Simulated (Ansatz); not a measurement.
C3H7BO can be A, `BCC(C)=O`, or B, `BCC1CO1`.

Gas-phase electronic energies from Ansatz, PBE0-D4/def2-TZVP geometries. CBS: MP2 limit from def2 TZ/QZ plus the TZ coupled-cluster correction, frozen cores. Functionals use def2-TZVPP. B3LYP here is the variant with VWN-RPA as its local correlation; programs differ in this. One conformer a species, not always the lowest.

A:

Z-matrix (Å, degrees):
```
C
C 1 1.504
B 1 1.557 2 115.3
H 1 1.107 2 109.6 3 112.7
H 1 1.092 2 110.4 3 -129.5
O 2 1.206 1 120.9 3 105.1
C 2 1.505 1 117.0 3 -74.4
H 3 1.195 1 119.8 2 -157.3
H 3 1.197 1 121.1 2 26.1
H 7 1.088 2 110.1 1 168.5
H 7 1.095 2 109.0 1 -71.9
H 7 1.092 2 111.2 1 46.0
```

B:

```xyz
12

B     0.2596    1.7370    0.9745
C     0.1907    0.7598   -0.2318
C    -0.4565   -0.5694    0.0174
C    -0.0764   -1.7796   -0.7028
O     0.3638   -1.5551    0.6280
H     0.9892    2.6851    0.9366
H    -0.4595    1.5988    1.9225
H    -0.4167    1.3257   -0.9645
H     1.1617    0.6342   -0.7227
H    -1.4638   -0.5265    0.4320
H    -0.7910   -2.5900   -0.8253
H     0.6989   -1.7201   -1.4637
```

**Question.** Which is lower in electronic energy at CCSD(T)/CBS, and by how much? (Estimate.)

**Answer.** Ansatz gave: A, by 125.5 kJ/mol.

**Question.** Give E(B) − E(A) in kJ/mol with PBE-D4, HF/def2-TZVPP, B3LYP-D4, PBE0-D4, r2SCAN-D4, ωB97M-V, B2PLYP. (Estimate.)

**Answer.** The calculation gave: PBE-D4 122.0, HF/def2-TZVPP 142.5, B3LYP-D4 134.3, PBE0-D4 118.9, r2SCAN-D4 126.4, ωB97M-V 124.7, B2PLYP 131.2. None reverses the order clearly.

Largest T1 diagnostic: 0.014.

In def2-TZVPP, CCSD(T) changes the Hartree–Fock value by −17.0 kJ/mol (the triples alone add +0.2 kJ/mol) and MP2 by −20.8 kJ/mol.
